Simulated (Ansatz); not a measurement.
Cost and result for the atomization energy of FH6SbSi2 (`[F][Sb]([SiH3])[SiH3]`) (10 atoms, 9 bonds).

Z-matrix (Å, degrees):
```
Si
Sb 1 2.586
H 1 1.489 2 107.1
H 1 1.486 2 110.1 3 118.3
H 1 1.485 2 111.2 3 -119.9
Si 2 2.586 1 88.9 3 72.0
F 2 1.939 1 94.2 3 166.1
H 6 1.489 2 107.1 1 -72.4
H 6 1.486 2 110.0 1 169.3
H 6 1.485 2 111.2 1 47.5
```

The species carries charge 0 and has multiplicity 1. Correlated methods include outer-core shells of Sb, which these sets cover unevenly. Sb: def2 effective core potential. The geometry is a stationary point of PBE0-D4/def2-TZVP. Program: Ansatz. Hardware: A = 2 threads of a server CPU on a shared host; B = 2 threads of an AMD EPYC 7R13 on a shared host and a share of an NVIDIA H100 80 GB. Times are those of one run each, without the atoms' runs, and a repeat can differ threefold. Electronic energies, without spin–orbit coupling; frozen cores. CCSD(T)/CBS adds CCSD(T) − MP2 in def2-TZVPP to the MP2 limit, and its time is that of the two runs behind it. T1 = 0.014. With those shells the extrapolation isn't a true limit. HSE06 is the plane-wave form, built on full-range PBE exchange.

CCSD(T)/CBS is a level of theory with its own doubt, some kJ/mol a heavy atom from the limit and from the frozen cores, so smaller differences don't rank the functionals.

| level | functions | wall time | atomization (kcal/mol) | difference from CCSD(T)/CBS | per bond |
| --- | --- | --- | --- | --- | --- |
| LDA (SPW92)/def2-TZVPP [A] | 249 | 2.1 s | 749.3 | 79.9 | 8.9 |
| BLYP-D4/def2-TZVPP [A] | 249 | 3.1 s | 666.4 | -3.0 | -0.3 |
| revPBE-D4/def2-TZVPP [A] | 249 | 3.2 s | 652.3 | -17.1 | -1.9 |
| HSE06-D4/def2-TZVPP [A] | 249 | 6 s | 654.7 | -14.7 | -1.6 |
| r2SCANh-D4/def2-TZVPP [A] | 249 | 9 s | 659.6 | -9.8 | -1.1 |
| CCSD(T)/def2-TZVPP [B] | 249 | 9 s | 644.3 | -25.1 | -2.8 |
| MP2/def2-QZVPP [B] | 459 | 9 s | 653.7 | -15.7 | -1.7 |
| B2PLYP/def2-TZVPP [A] | 249 | 13 s | 653.8 | -15.6 | -1.7 |
| ωB97X-V/def2-TZVPP [A] | 249 | 14 s | 675.6 | 6.2 | 0.7 |
| CCSD(T)/def2-SVP [A] | 106 | 14 s | 603.1 | -66.3 | -7.4 |
| B97M-V/def2-TZVPP [A] | 249 | 15 s | 673.0 | 3.6 | 0.4 |
| CCSD(T)/CBS(def2) | – | 18 s | 669.4 | 0.0 | 0.0 |
| ωB97M-V/def2-TZVPP (with forces) [A] | 249 | 22 s | 664.1 | -5.3 | -0.6 |

From BLYP to BHLYP (50 % exact exchange), in def2-TZVPP and without D4, the atomization energy moves by −8.8 kcal/mol: exact exchange takes away binding that semilocal exchange gives to molecules. The D4 term adds +10.2 kcal/mol with B3LYP and +5.4 kcal/mol with PBE0; it sums over pairs of atoms, weighted by their polarisabilities, and B3LYP, whose exchange is more repulsive, gets the larger term. In def2-TZVPP, CCSD(T) changes the Hartree–Fock value by +168.8 kcal/mol (the triples alone add +8.9 kcal/mol) and MP2 by +162.8 kcal/mol; breaking electron pairs costs correlation energy, which Hartree–Fock lacks.

B3LYP here is the variant with VWN-RPA as its local correlation; programs differ in this.
